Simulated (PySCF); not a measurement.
Be₂F₂. Atoms are numbered in the order given.

```xyz
4

F      0.0000     0.0000    -2.3970
Be     0.0000     0.0000    -1.0262
Be     0.0000     0.0000     1.0262
F      0.0000     0.0000     2.3970
```
Charge 0, spin multiplicity 1.

Coordinates come from a PBE0-D3(BJ)/def2-TZVP optimisation. Other conformers were not sampled.

Computed with IEF-PCM-ωB97X/def2-SVP in PySCF 2.14.0.

The values are the electrostatic part of the solvation free energy, E(continuum) − E(gas) at the gas-phase geometry, in a cavity of scaled van der Waals radii (PySCF's table); cavitation and dispersion terms are not included. A continuum can't describe solvent molecules that bind to the metal. In vacuum the orbital gap is 11.32 eV. The dipole moment in vacuum is 0.00 D.

Task: Estimate the values in water (ε = 78.36), N,N-dimethylformamide (ε = 37.22), tetrahydrofuran (ε = 7.43). (Estimate from the structure and the level; the computed values follow.)

Result: 
```tsv
solvent	ε	ΔG(elec) (kcal/mol)	dipole (D)	gap (eV)
water	78.36	-9.1	0.00	11.19
N,N-dimethylformamide	37.22	-8.9	0.00	11.20
tetrahydrofuran	7.43	-7.5	0.00	11.21
```
